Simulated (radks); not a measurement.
Results of a calculation; reference values are marked as such.
Species: the technetium ion Tc+. Configuration: [Kr] 4d5 5s1.

Level of theory: scalar-relativistic Kohn-Sham, BLYP, spin-unpolarised, spherical densities, point nucleus (a radial shooting solver on a logarithmic mesh with Libxc functionals).

Energy parts (eV):
part                       energy
total                 -116623.670
kinetic                120429.632
electron-nucleus      -280733.252
Hartree                 47178.513
exchange-correlation    -3498.563

Orbitals (lengths in bohr, moments of r in powers of bohr):
[
 {"orbital": "1s", "occ.": "2", "eigenvalue (eV)": "-20880.19", "<r^4>": "6.517e-06"},
 {"orbital": "2s", "occ.": "2", "eigenvalue (eV)": "-2985.392", "<r^4>": "0.001197"},
 {"orbital": "2p", "occ.": "6", "eigenvalue (eV)": "-2672.981", "<r^4>": "0.0008573"},
 {"orbital": "3s", "occ.": "2", "eigenvalue (eV)": "-525.8766", "<r^4>": "0.06043"},
 {"orbital": "3p", "occ.": "6", "eigenvalue (eV)": "-423.3543", "<r^4>": "0.06622"},
 {"orbital": "3d", "occ.": "10", "eigenvalue (eV)": "-257.3525", "<r^4>": "0.07028"},
 {"orbital": "4s", "occ.": "2", "eigenvalue (eV)": "-80.8166", "<r^4>": "2.425"},
 {"orbital": "4p", "occ.": "6", "eigenvalue (eV)": "-52.7641", "<r^4>": "3.938"},
 {"orbital": "4d", "occ.": "5", "eigenvalue (eV)": "-13.9603", "<r^4>": "23.41"},
 {"orbital": "5s", "occ.": "1", "eigenvalue (eV)": "-11.4319", "<r^4>": "168.7"}
]

The highest occupied level is 5s at -11.432 eV. Summed over all electrons, <r^2> = 43.19 bohr^2, which gives a Langevin (diamagnetic) susceptibility term of -34.2 x 10^-6 cm^3/mol. The density falls to 0.001 e/bohr^3 at r = 4.23 bohr.

Run on one thread of a shared host, so times are rough (Arm Neoverse N1): 0.15 s of CPU time, 0.15 s wall, 14 iterations on 2602 mesh points.
